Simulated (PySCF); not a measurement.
Results of a calculation; reference values are marked as such.
Si2B2H8NO3

Si2B2H8NO3 is a small molecule (built as: Si site whose three back bonds go to OB(OH)2, NH2, BHSiH3), neutral, doublet. The structure, one conformer, was relaxed in the gas phase by PBE0-D3(BJ)/def2-SVP. No frequency run checks that it is a minimum.

SMILES: N[Si](B[SiH3])OB(O)O

```xyz
16

Si    0.600   -0.559   -1.183
O     1.249   -0.902    0.295
B     0.691   -0.748    1.542
O     1.531   -0.428    2.561
O    -0.655   -0.952    1.645
N     1.423   -1.571   -2.259
B    -0.712    0.748   -1.554
Si   -1.466    1.851   -0.076
H     1.113   -0.346    3.421
H    -1.064   -0.710    2.479
H     2.134   -2.231   -1.967
H     1.268   -1.545   -3.259
H    -1.063    0.850   -2.708
H    -2.724    1.273    0.515
H    -0.519    2.016    1.085
H    -1.817    3.243   -0.514
```
Atom numbers follow the order of the file, from 1.

EPR values by unrestricted B3LYP, IGLO-III on B N O Si, pcH-1 on H.

(1) Predict g and the largest hyperfine couplings. Where does the spin sit?

(2) How do the isotropic couplings move with BHandHLYP?

## Answers

(1) g = 2.0010, 2.0023, 2.0028. The spin sits on B7 (56 %, bonded to 2 Si + 1 H), Si1 (40 %, bonded to 1 B + 1 N + 1 O) by Mulliken populations.
```
atom  isotope  isotropic (MHz)  dipolar, principal values (MHz)
  B7      11B             20.5               -27.4, -26.8, 54.1
 H14       1H             53.8                  -2.0, -1.2, 3.2
 Si1     29Si              9.3                -58.2, 28.5, 29.8
 H13       1H            -32.3                 -14.0, 0.9, 13.1
 Si8     29Si             34.7                  -1.6, -0.5, 2.1
 H16       1H             12.2                  -1.7, -1.4, 3.1
```

(2) B7 20.5 to 18.7 MHz, H14 53.8 to 49.7 MHz, Si1 9.3 to 5.0 MHz, H13 -32.3 to -34.3 MHz.
